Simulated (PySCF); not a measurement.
**Ionisation energy of In by level of theory**

In [Kr] 4d10 5s2 5p1 (2P) → In⁺ [Kr] 4d10 5s2 (1S), as a difference of total energies. Calculation: PySCF 2.14, in aug-cc-pwCVTZ-DK3; the spin-free X2C one-electron Hamiltonian (Gaussian nucleus). Correlated levels: valence: [Kr] 4d10 frozen; valence and next inner shell: [Ar] 3d10 frozen. The calculations carry no spin-orbit coupling.

Problem. Order these methods by the ionisation energy they give, lowest first.
A. SCS-MP2 (valence and next inner shell)
B. MP2 (valence and next inner shell)
C. r2SCAN
D. PBE0

Solution. A (5.416 eV), B (5.474 eV), D (5.630 eV), C (5.724 eV).

Errors of the correlated levels include the incompleteness of this basis and the frozen core.

For comparison: 5.603 eV (measured; NIST levels, between the centres of gravity of the two terms).
